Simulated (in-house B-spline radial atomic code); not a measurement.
A fraction x of an electron is removed from 4d in In VI (In5+), starting from [Kr] 4d8 and keeping the highest spin. All numbers are computed (scalar-relativistic (X2C) B97-1, spin-polarised, spherical fractional occupations; Fermi nucleus of rms radius 4.6156 fm) with a B-spline radial code for spherical atoms, not measured.

Caution: exact exchange at fractional occupations of open shells leaves self-interaction of up to several eV.

```tsv
x	E(x) - E(0) (eV)	4d down level (eV)
0	0.0000	-82.955
0.01	0.8304	-83.130
0.2	16.9417	-86.468
0.28	23.9157	-87.883
0.45	39.1125	-90.907
0.5	43.6802	-91.801
0.6	52.9499	-93.595
0.72	64.3110	-95.758
0.78	70.0890	-96.844
0.9	81.8409	-99.024
1	91.8345	-100.849
```

The exact functional would give a straight line between the two integer points. Deviations E(x) - E(0) - x[E(1) - E(0)], in eV: -0.088 at x = 0.01, -1.425 at x = 0.2, -1.798 at x = 0.28, -2.213 at x = 0.45, -2.237 at x = 0.5, -2.151 at x = 0.6, -1.81 at x = 0.72, -1.542 at x = 0.78, -0.81 at x = 0.9.

The curve lies below the straight line by up to 2.237 eV (at x = 0.5): convex, the delocalisation error, to which spherically averaged exact exchange adds.

**Question.** How well does Slater's transition state (minus the level at half occupation) give the ionisation energy?

**Answer.** It gives 91.801 eV against 91.835 eV from the two total energies; NIST lists 90.00 eV, ground level to ground level. The end point has an open shell averaged over its orbitals, so its exact exchange keeps a self-interaction and this is no true integer point.
